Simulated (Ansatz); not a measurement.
Ansatz (a first-principles code) input (RI-MP2/def2-TZVPP):
A basis named .json is the Basis Set Exchange file of that set.

Ansatz 0.2 input:
```yaml
crystal:
  periodic: [false, false, false]
  atoms:
    - {symbol: Zn, position_ang: [-0.30827856, -0.15207599, -0.24021930]}
    - {symbol: O, position_ang: [1.02502665, 0.39964584, 0.78710579]}
    - {symbol: H, position_ang: [1.04814358, 1.36511309, 0.90973271]}
basis:
  gaussian:
    orbitals: def2-TZVPP
    fitting: {mean_field: def2-universal-jkfit, correlation: def2-TZVPP-RIFIT.json}
total_charge: 1
magnetization: {spin_polarized: false}
correlation: {method: mp2, electrons: outside_noble_gas}
```

Output:

```
Functional definition: HF
integrals: 0.04 GiB planned
359 factors; integrals over basis functions are off by at most 8.9e-1 eV
325 factors; integrals over basis functions are off by at most 1.7e2 eV
mean field: 0.20 GiB planned
mean field evaluation 1: about -50409.6391 eV, gradient 8.8e1 eV
mean field evaluation 2: about -50399.7340 eV, gradient 1.0e2 eV
mean field evaluation 4: about -50422.0156 eV, gradient 4.0e0 eV
mean field evaluation 8: about -50422.0422 eV, gradient 3.3e-4 eV
mean field -50422.04217578 eV, -1852.9758726724 hartree, gradient 1.3e-6 eV, S^2 0.000000; 0 other end points of the search recorded, 0 dependent functions left out
10 core orbitals not correlated
reference -50422.04217578 eV, -1852.9758726724 hartree; 9, 9 occupied and 90, 90 virtual orbitals, 325 factors
second order -19.58714880 eV of doubles, -0.00000000 eV of singles
Total energy: -50441.62932459 eV, -1853.6956871142 hartree
```
